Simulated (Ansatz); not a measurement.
Molecule: SnBr, charge 1, multiplicity 1. 
Structure (B3LYP-D3(BJ)/def2-TZVP (Ansatz, a quantum-chemistry and plane-wave program) minimum search):
```xyz
2

Sn     0.0000     0.0000    -0.9977
Br     0.0000     0.0000     1.4252
```
Charge +1, spin multiplicity 1.

Basis-set convergence of Hartree-Fock and MP2 correlation energies (hartree) with Ansatz. Valence correlation only, unless marked. Spin-orbit coupling is left out. Frozen are the shells of the preceding noble gas and the d and f shells that filled before the atom's block. Past Kr the def2 sets carry scalar-relativistic core potentials.

```json
[
 {"basis": "def2-SVP", "functions": "58", "E(HF)": "-2785.25367", "E(corr, MP2)": "-0.16514"},
 {"basis": "def2-TZVPP", "functions": "98", "E(HF)": "-2785.57777", "E(corr, MP2)": "-0.21325"},
 {"basis": "def2-QZVPP", "functions": "171", "E(HF)": "-2785.62863", "E(corr, MP2)": "-0.23500"}
]
```

Extrapolating the two largest sets (X = 3 and 4) as X^-3: E(corr) = (64·(-0.23500) - 27·(-0.21325))/37 = -0.2509 Eh, an estimate of the basis-set limit. The largest set recovers 93.7 % of it, the smallest 65.8 %.
